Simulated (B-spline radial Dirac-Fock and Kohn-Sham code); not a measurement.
## Relativistic shifts of the levels of Cu¹⁵⁺

System: Cu¹⁵⁺ in the configuration 1s2 2s2 2p6 3s2 3p2.

Both columns are ΔSCF binding energies of the configuration average from a radial B-spline solver: non-relativistic Hartree-Fock with a point nucleus, and Dirac-Fock with a finite nucleus and the Coulomb interaction alone, averaged over the two j levels with weights 2j+1.

| shell | Hartree-Fock (eV) | Dirac-Fock (eV) | shift (eV) | shift (%) |
| --- | --- | --- | --- | --- |
| 1s | 9453.2 | 9557.9 | +104.67 | +1.11 |
| 2s | 1621.8 | 1645.4 | +23.62 | +1.46 |
| 2p | 1480.3 | 1485.7 | +5.34 | +0.36 |
| 3s | 551.0 | 556.6 | +5.65 | +1.03 |
| 3p | 511.9 | 513.6 | +1.77 | +0.35 |

Relativity binds 1s, 2s, 2p, 3s, 3p more strongly, among those listed most of all 2s in relative terms.

Values without a named source are computed, but for edge energies of neutral atoms, which are taken from tables.
